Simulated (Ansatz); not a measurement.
Start from `CC(F)([SiH3])[SiH3]` and change one atom or group to get `FC([SiH3])([SiH3])[SiH3]`.

Ansatz, PBE0-D4/def2-TZVP geometries, multiplicity 1. 

```
                                      property  `CC(F)([SiH3])[SiH3]`
             LUMO energy (PBE/def2-TZVPP) / eV                  -0.69
       HOMO–LUMO gap (ωB97M-V/def2-TZVPP) / eV                  11.95
            LUMO energy (PBE0/def2-TZVPP) / eV                   0.17
size of the dipole moment (PBE/def2-TZVPP) / D                   1.41
           HOMO energy (B3LYP/def2-TZVPP) / eV                  -7.73
           HOMO–LUMO gap (PBE/def2-TZVPP) / eV                   5.91
```

(1) What does the change do to each property? (Estimate.)

Results:

(1) Ansatz gave: 
```tsv
property	`FC([SiH3])([SiH3])[SiH3]`	shift
LUMO energy (PBE/def2-TZVPP) / eV	-1.23	-0.54
HOMO–LUMO gap (ωB97M-V/def2-TZVPP) / eV	12.11	0.16
LUMO energy (PBE0/def2-TZVPP) / eV	-0.25	-0.42
size of the dipole moment (PBE/def2-TZVPP) / D	1.03	-0.38
HOMO energy (B3LYP/def2-TZVPP) / eV	-8.21	-0.48
HOMO–LUMO gap (PBE/def2-TZVPP) / eV	5.84	-0.07
```

With PBE0 the HOMO falls by 0.50 eV and the LUMO falls by 0.42 eV, so the gap widens by about 0.08 eV. PBE moves the HOMO by -0.48 eV and ωB97M-V by -0.49 eV. Dipoles are sizes alone; their direction can turn.

B3LYP here is the variant with VWN-RPA as its local correlation; programs differ in this.
